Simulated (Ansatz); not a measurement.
One geometry of HfSi₅⁻, several levels of theory.

```yaml
crystal:
  periodic: [false, false, false]
  atoms:
    - {symbol: Hf, position_ang: [1.906155, 0.146353, 0.520375]}
    - {symbol: Si, position_ang: [-0.299355, 1.148496, -0.528092]}
    - {symbol: Si, position_ang: [1.116526, -0.292629, -1.864905]}
    - {symbol: Si, position_ang: [-0.267097, 0.298055, 1.762208]}
    - {symbol: Si, position_ang: [-2.226836, -0.026463, 0.217642]}
    - {symbol: Si, position_ang: [-0.229393, -1.273812, -0.107229]}
basis:
  gaussian: {orbitals: def2-TZVPD}
total_charge: -1
magnetization: {spin_polarized: true, initial_magnetization: 1}
hamiltonian: {xc: pbe0, dispersion: d4}
scf: {omitted_lower_state_checks: [starts]}
output: {orbitals: {seedname: orbitals}}
```

The file start.molden holds the orbitals of an earlier run on this structure, at another level or in another basis.

```sh
$ ansatz run in.yaml --threads 4 --pin off --events-out ev --progress --plain --max-ram 4787MiB
```

It prints (some lines left out):

```
Functional definition: PBE0
1919 factors; their error is unknown
mean field evaluation 1: about -40676.1796 eV, gradient 2.2e1 eV
mean field evaluation 2: about -40668.5001 eV, gradient 4.2e1 eV
mean field evaluation 4: about -40678.8692 eV, gradient 7.2e0 eV
mean field evaluation 8: about -40679.2424 eV, gradient 2.1e-1 eV
mean field evaluation 16: about -40679.2823 eV, gradient 4.4e-3 eV
mean field evaluation 32: about -40679.2823 eV, gradient 3.1e-5 eV
mean field -40679.28228034 eV, -1494.9360503947 hartree, gradient 2.2e-5 eV, S^2 0.757923; 0 other end points of the search recorded, 0 dependent functions left out
reference -40679.28231182 eV, -1494.9360515515 hartree; 42, 41 occupied and 216, 217 virtual orbitals, 1919 factors
Total energy: -40679.69942268 eV, -1494.9513800931 hartree
Checks for a lower state left out: starts
```

Run time 29 s (4 threads of Arm Neoverse V2 on a shared host), peak host memory 1.2 GiB.

As the first input, with `gaussian: {orbitals: def2-TZVPD, initial_orbitals: start.molden}`, `hamiltonian: {xc: r2scan, dispersion: d4}` (abridged; 28 s):

```
Functional definition: r2SCAN
mean field -40693.04724352 eV, -1495.4419034612 hartree, gradient 9.9e-6 eV, S^2 0.762028
Total energy: -40693.13663700 eV, -1495.4451886109 hartree
Checks for a lower state left out: starts
```

As the first input, with `gaussian: {orbitals: def2-TZVPD, initial_orbitals: start.molden}`, `hamiltonian: {xc: pbe, dispersion: d4}` (abridged; 10 s):

```
Functional definition: PBE
mean field -40677.21769868 eV, -1494.8601784181 hartree, gradient 1.7e-5 eV, S^2 0.756372
Total energy: -40677.70581270 eV, -1494.8781162773 hartree
Checks for a lower state left out: starts
```

Geometry: PBE0-D4/def2-SVP, that of the neutral singlet.

In the def2 sets Hf takes a core potential; there is no spin–orbit coupling. At PBE-D4/def2-TZVPD the highest occupied level of the charge -1 doublet lies above zero (up to 0.01 eV). By energy differences its removal costs 1.79 eV (vertical, to the charge 0 singlet, at PBE-D4/def2-TZVPD); a positive level beside a positive removal energy at the same level points to self-interaction error. The structure comes from a short search, and lower isomers may exist.
